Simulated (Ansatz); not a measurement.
Basis-set extrapolation for CH6B2ClN (`BC(Cl)BN`) (PBE0-D4/def2-TZVP geometry, frozen core, Ansatz 0.2.0). Multiplicity 1, RHF reference.

```
                      def2-TZVPP   def2-QZVPP
                 HF  -604.776470  -604.796141
    MP2 correlation    -0.773345    -0.831674
CCSD(T) correlation    -0.860677      not run
```

Energies in hartree. Use E(X) = E(∞) + A·exp(−7.88·√X) for Hartree–Fock and E(X) = E(∞) + B·X^(−2.97) for correlation, with X = 3 and 4, and add CCSD(T) minus MP2 of the smaller set to the MP2 limit.

Task: What is the CCSD(T) energy at the basis-set limit?

Result: HF limit: -604.796141 + (-0.019671) × 0.13774 = -604.79885. MP2 limit: -0.831674 + (-0.058329) × 0.74074 = -0.87488. Higher-order term: -0.860677 − (-0.773345) = -0.08733. Total: -605.76106 hartree, 325.3 kJ/mol below CCSD(T)/def2-TZVPP.
